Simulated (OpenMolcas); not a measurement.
# Al2+: CASPT2 settings compared

| Quantity | Value |
| --- | --- |
| Program | OpenMolcas 26.06 |
| Basis | ANO-L-VDZP [4s3p1d] |
| Scalar Hamiltonian | non-relativistic, point nucleus |
| Active space | 1 electron in 4 orbitals (3s 3p) |
| State averaging | 2S+1 = 2 even, 1 root; 2S+1 = 2 odd, 3 roots |
| Spin-orbit coupling | state interaction with AMFI integrals over the reference wave functions, term energies averaged over their components |

Methods on the same reference wave functions:
A. CASSCF
B. SS-CASPT2, IPEA 0.3 Eh, imaginary shift 0.3 Eh (closed shells correlated: 2s 2p)
C. SS-CASPT2, IPEA 0.75 Eh, imaginary shift 0.3 Eh (closed shells correlated: 2s 2p)
D. SS-CASPT2, IPEA 0.4 Eh, sigma2 regulariser 0.3 Eh (closed shells correlated: 2s 2p)

Energies in eV above 3s 2S 1/2, the measured ground level; measured values from NIST levels in Kelleher and Podobedova, J. Phys. Chem. Ref. Data 37, 709 (2008).

| Level | A | B | C | D | Measured |
| --- | --- | --- | --- | --- | --- |
| 3s 2S 1/2 | 0.0000 | 0.0000 | 0.0000 | 0.0000 | 0.0000 |
| 3p 2P* 1/2 | 6.6167 | 6.626 | 6.626 | 6.626 | 6.6558 |
| 3p 2P* 3/2 | 6.6354 | 6.645 | 6.645 | 6.645 | 6.6848 |

Deviations, from unrounded energies. A percentage is the sum of absolute deviations over the sum of measured energies, with the sign that they share, or ± where signs differ.

```tsv
Against measurement	Levels	A	B	C	D
mean absolute deviation (cm-1)	2	360	280	280	280
other configurations (%)	2	-0.7	-0.5	-0.5	-0.5
```

B, C, D lie about equally close to measurement and A furthest from it. The largest miss of B in the table is 3p 2P* 3/2, by -320 cm-1. The ranking rests on the paired levels alone, and a cruder setting can come out closer through cancelling errors.

Among B to D no level of the table moves by more than 5 cm-1.

The lowest spin-free term lies below A's lowest term by 0.003 hartree in B, 0.003 hartree in C, 0.003 hartree in D.

With one active electron the reference holds no correlation, so core polarisation is missing (holds for A). With one active electron, CASPT2 adds the correlation within the correlated inactive shells and between them and that electron, and leaves the splitting within a term as the reference gives it (holds for B; C; D). Measured partners are found by configuration, term and J. A level has none where our copy of the source lacks it or the pairing is in doubt (some pairs that miss far off the trend of their configuration count as doubtful), and it then counts in no deviation. Only configurations of the active space appear.

* marks odd parity.
